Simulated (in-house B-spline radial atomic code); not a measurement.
**Ionising the caesium ion Cs³⁺ with different functionals**

Computed with a B-spline radial code for spherical atoms: four-component Dirac-Coulomb Hamiltonian, Fermi nucleus of rms radius 4.8041 fm, spin-restricted, spherical fractional occupations for the functionals. The ionisation energy is the difference of two self-consistent energies, [Kr] 4d10 5s2 5p4 → [Kr] 4d10 5s2 5p3, without Breit or QED terms; ε is the level of the shell that loses the electron (mean over j). The electron is taken from both j subshells in proportion to 2j + 1, so the result is a j average, not the step between ground levels.

Hybrids are left out here: with spherical fractional occupations of an open shell their exact exchange keeps a self-interaction that integer-occupation calculations don't have.

```csv
method,rung,ΔSCF (eV),-ε(5p) (eV)
LDA VWN5,LDA,?,?
relativistic LDA,LDA,45.47,39.81
LDA PW92,LDA,45.49,39.82
LDA exchange-only,LDA,44.01,38.36
PBE,GGA,?,?
PBEsol,GGA,45.28,39.63
BLYP,GGA,45.07,39.41
RPBE,GGA,45.16,39.54
PW91,GGA,45.31,39.67
BP86,GGA,45.37,39.72
AM05,GGA,45.26,39.61
OLYP,GGA,45.20,39.58
```

(1) What does LDA VWN5 give?

(2) What does PBE give?

(3) How do they compare with the NIST value?

## Answers

(1) ΔSCF 45.49 eV, and -ε(5p) = 39.83 eV.

(2) ΔSCF 45.22 eV, and -ε(5p) = 39.59 eV.

(3) NIST lists 43 eV ± 1.7 (tabulated theory, ground level to ground level). Errors run from +1.01 to +2.49 eV; all lie within about twice that uncertainty, so the table can't rank the methods.
